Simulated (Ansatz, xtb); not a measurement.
Relaxing a trial structure of C3H8BNO

The starting geometry of this gas-phase singlet was built from a drawn formula by distance geometry and a force field; its bonds are those of `B[C@@]1(N)CCO1`.

```xyz
14

C    -1.9456   -0.0646   -0.6313
C    -1.4742   -1.4827   -0.3912
C    -0.8341   -0.8395    0.8377
B    -1.3714    0.5669   -1.9772
N    -3.3608    0.1257   -0.5008
O    -1.3150    0.4597    0.5196
H    -1.7157    0.1706   -3.0263
H    -0.5778    1.4657   -1.9542
H    -3.6392    1.1110   -0.5018
H    -3.8740   -0.3712   -1.3422
H    -2.2605   -2.1428   -0.0702
H    -0.7535   -1.8707   -1.0722
H     0.3308   -0.8832    0.8106
H    -1.2368   -1.1881    1.8383
```

Predict what becomes of its bonds when it is optimised with r2SCAN-D4/def2-SVP.

A new bond forms, giving a structure given below by its coordinates. Contacts that close: B4–N5 (2.52 → 1.64 Å).

The energy falls by 1.18 eV over 22 steps:

```tsv
step	E − E(last) (eV)
1	1.182
3	0.686
6	0.508
8	0.442
10	0.201
13	0.011
15	0.002
17	0.001
20	0.000
22	0.000
```

Final geometry (Å):

```yaml
atoms:
  - { symbol: C, position_ang: [-1.5278, -0.1074, -0.7655] }
  - { symbol: C, position_ang: [-1.3458, -1.5610, -0.3391] }
  - { symbol: C, position_ang: [-0.8801, -0.9462, 0.9902] }
  - { symbol: B, position_ang: [-1.7840, 0.6845, -2.0815] }
  - { symbol: N, position_ang: [-2.9572, 0.3936, -0.9748] }
  - { symbol: O, position_ang: [-0.9521, 0.3844, 0.4305] }
  - { symbol: H, position_ang: [-1.9516, 0.0532, -3.1016] }
  - { symbol: H, position_ang: [-1.4809, 1.8539, -2.1191] }
  - { symbol: H, position_ang: [-3.2198, 1.1356, -0.3277] }
  - { symbol: H, position_ang: [-3.6944, -0.2952, -1.1156] }
  - { symbol: H, position_ang: [-2.2481, -2.1918, -0.3146] }
  - { symbol: H, position_ang: [-0.5572, -2.0798, -0.9033] }
  - { symbol: H, position_ang: [0.1434, -1.1925, 1.3173] }
  - { symbol: H, position_ang: [-1.5720, -1.0746, 1.8438] }
```

From the same start GFN2-xTB reaches the same bonding as this run.

No frequencies were run, so the end isn't proven a minimum. Run with Ansatz 0.2.0, 42 s on 2 threads of Intel(R) Xeon(R) 6975P-C (Granite Rapids) (shared host).
